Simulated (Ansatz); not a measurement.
Si(GeH3)2(H)2 (Ge₂H₈Si), SMILES [GeH3][SiH2][GeH3].

Geometry: PBE0-D3(BJ)/def2-SVP.

Two levels are set side by side: PBE/def2-SVPD (Ansatz, a quantum-chemistry and plane-wave program) and PBE0/def2-SVPD (Ansatz). Energy differences of separate SCF runs at the same geometry; the states with an electron removed or added have multiplicity 2 and 2. Differences are taken from unrounded values.

| quantity | PBE0 | PBE | PBE minus PBE0 |
|---|---|---|---|
| vertical ionisation energy (eV) | 9.74 | 9.54 | -0.20 |
| vertical singlet–triplet gap (eV) | 5.90 | 5.60 | -0.29 |
